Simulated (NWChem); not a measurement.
## Relativistic effects in H$_{2}$PbS

```
S
H 1 1.3551
Pb 1 2.5623 2 94.84
H 3 1.8666 1 89.35 2 180.00
```
Charge 0, spin multiplicity 1.

All runs are NWChem calculations. All single points use one geometry, from B3LYP/def2-SVP with def2 effective core potentials on Pb, a minimum by its harmonic frequencies. It is one conformer; others weren't searched.

Functional PBE0, all-electron basis x2c-SVPall-2c, contracted for the X2C Hamiltonian and used here with ZORA. The ion keeps the geometry and has multiplicity 2 in the scalar run; the spin-orbit run starts from the same electron counts.

Relative cost: rough, from shared machines, SCF included, scalar ZORA = 1.

The structure started from a generated list of species. The stability of the SCF solutions was not checked.

```json
[
 {"Hamiltonian": "scalar ZORA", "ΔSCF ionisation energy (eV)": "9.04", "HOMO (eV)": "-6.92", "LUMO (eV)": "-2.66", "gap (eV)": "4.26", "relative cost": "1"},
 {"Hamiltonian": "spin-orbit ZORA", "ΔSCF ionisation energy (eV)": "?", "HOMO (eV)": "?", "LUMO (eV)": "?", "gap (eV)": "?", "relative cost": "under 3"}
]
```

Q: What belongs in the gaps?

A: 
- spin-orbit ZORA, ΔSCF ionisation energy (eV): 9.02
- spin-orbit ZORA, HOMO (eV): -6.91
- spin-orbit ZORA, LUMO (eV): -2.71
- spin-orbit ZORA, gap (eV): 4.21
